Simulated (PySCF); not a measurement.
Job for PySCF: R-BP86/6-31G* on CH4OSe (SMILES CO[SeH]), a point of a torsion scan.

```python
from pyscf import gto, scf, dft, mp
from pyscf.data.elements import chemcore

mol = gto.M(
    atom='''
    C    -0.81871183   -0.18219787    0.08701331
    O    -0.10977877    0.80660291   -0.61950253
    Se   -0.85905502    1.47919052   -2.13301201
    H    -1.00013772   -1.07162938   -0.52361856
    H    -1.77402135    0.18979210    0.46746917
    H    -0.17935544   -0.44980192    0.92927228
    H    -0.43113007    0.39575824   -3.02542590
    ''',
    basis='6-31g*',
    cart=True,
    charge=0, spin=0, verbose=3, max_memory=1800)
mf = dft.RKS(mol, xc='b88,p86')
mf.conv_tol = 1e-8
mf.max_cycle = 100
mf.kernel()
if not mf.converged:
    mf = mf.newton().run(mf.mo_coeff, mf.mo_occ)
```

What total energy does the run end on?

-2517.2268 hartree.
